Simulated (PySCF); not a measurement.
Vertical excitations of a molecule ClGeH₆NSi from TDA-PBE/def2-SVPD in PySCF, as energy in eV (oscillator strength): 5.14 (0.006), 5.51 (0.000), 6.13 (0.021), 6.42 (0.000), 6.58 (0.008), 6.68 (0.005), 6.91 (0.055), 6.91 (0.012), 6.91 (0.007), 6.93 (0.005). Lowest triplet (TDA): 4.92 eV. The structure is a stationary point at B3LYP-D3(BJ)/def2-SVP. A frequency run showed that this geometry is not a minimum. Other conformers were not sampled.

Task: Identify the compound among the candidates.
(A) [NH2][Ge@@H]([SiH3])[Cl]
(B) Cl[SiH2][NH][GeH3]
(C) [SiH3][NH][GeH2][Cl]
(D) N[Si@@H](Cl)[GeH3]

Result: B, Cl[SiH2][NH][GeH3]
